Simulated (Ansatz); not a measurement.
A nudged elastic band was laid between two geometries of Cl3HHfO + H3P (10 atoms, charge 0, multiplicity 1).

All numbers below come from Ansatz 0.2.0, RKS B3LYP-D4/def2-SVP.

```
movable images  : 5
climbing image  : yes
spring          : 5.0 eV/Å²
optimiser       : quadratic models (default)
start path      : through a guess of the saddle point
force threshold : 0.05 eV/Å
iteration limit : 60
end points      : relaxed
```

Initial state:

```xyz
10
Properties=species:S:1:pos:R:3
Hf -0.259 0.236 -0.120
O -0.352 0.174 1.774
H -0.400 0.158 2.732
Cl 1.985 0.446 -0.822
Cl -1.460 2.125 -0.848
Cl -1.249 -1.695 -1.049
P 1.890 -3.194 1.498
H 0.773 -3.382 0.628
H 2.539 -2.282 0.609
H 1.250 -2.148 2.231
```

Final state:

```xyz
10
Properties=species:S:1:pos:R:3
Hf 0.339 -0.374 -0.117
O -0.606 -0.659 2.004
H -1.474 -1.077 2.116
Cl 1.306 -0.405 -2.260
Cl 0.655 1.884 0.517
Cl -1.793 -1.353 -0.602
P 2.101 -1.848 1.144
H 1.325 -3.030 0.906
H 3.007 -2.077 0.069
H -0.145 -0.626 2.856
```

Task: Which bonds break or form, and what moves?

Result: Bonds broken: P7–H10. Bonds formed: Hf1–P7, O2–H10. Cl3HHfO + H3P becomes Cl3H4HfOP.

Task: Give the energies along the band, and the barrier.

Result: It converged. The highest image is number 2 of 0 to 6, 1.50 eV above the first end and 0.74 eV above the last; the last end lies 0.76 eV above the first. Neighbouring images differ by up to 1.3 eV, so the band resolves the path poorly. A vibrational analysis at the climbing image gives one clearly imaginary mode, 1157i cm⁻¹: a first-order saddle point. The orbitals stay closed-shell, which can raise the energy where a bond breaks towards radicals; this wasn't checked here.

| image | path coordinate (Å) | energy (eV) | P7–H10 (Å) | Hf1–P7 (Å) | O2–H10 (Å) |
| --- | --- | --- | --- | --- | --- |
| 0 | 0.00 | 0.00 | 1.43 | 4.36 | 2.86 |
| 1 | 1.04 | 0.20 | 1.43 | 3.69 | 2.10 |
| 2 | 2.09 | 1.50 | 1.76 | 3.02 | 1.19 |
| 3 | 3.21 | 0.93 | 2.41 | 2.71 | 0.98 |
| 4 | 4.32 | 0.83 | 2.60 | 2.65 | 0.97 |
| 5 | 5.44 | 0.80 | 2.73 | 2.64 | 0.97 |
| 6 | 6.56 | 0.76 | 3.08 | 2.62 | 0.97 |

Task: What is the geometry of the highest image?

Result: 
```xyz
10
Properties=species:S:1:pos:R:3:forces:R:3
Hf 0.103 -0.381 -0.063 0.00 0.00 0.00
O -0.065 -0.262 2.027 0.01 -0.02 0.02
H -0.490 0.262 2.722 -0.01 0.02 -0.01
Cl 2.030 0.186 -1.287 0.00 0.00 0.00
Cl -1.099 1.659 -0.145 0.00 0.00 0.00
Cl -1.318 -1.850 -1.217 0.00 0.00 0.00
P 1.529 -2.573 1.439 0.00 0.00 0.00
H 0.845 -3.273 0.405 0.00 0.00 0.00
H 2.601 -2.077 0.648 0.00 0.00 0.00
H 0.580 -1.255 2.105 0.00 0.00 -0.01
```

The band took 26 iterations and roughly 30 core-minutes.

The run took 8 min on 4 threads of Arm Neoverse V1, with other jobs on the host, peak memory 0.42 GiB.
